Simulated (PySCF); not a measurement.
Correlation energy of Sb⁺ (antimony, charge +1)

[Kr] 4d10 5s2 5p2, high-spin 3P determinant. All numbers are calculated (PySCF 2.14, scalar relativity through the core potential, in aug-cc-pVTZ-PP with ECP28MDF (6s5p4d2f, 55 functions)). Frozen: 4s2 4p6 4d10; 4 electrons correlated.

```json
{"level": "CCSD", "correlation energy (mhartree)": "-59.09"}
{"level": "(T)", "correlation energy (mhartree)": "-1.43"}
{"level": "CCSD(T)", "correlation energy (mhartree)": "-60.52"}
{"level": "CCSDT", "correlation energy (mhartree)": "-60.95"}
```

Diagnostics: T1 = 0.0077, D1 = 0.0200, largest double amplitude 0.091.

Cost of the coupled-cluster step: about 2 core-seconds, for 4 correlated electrons.
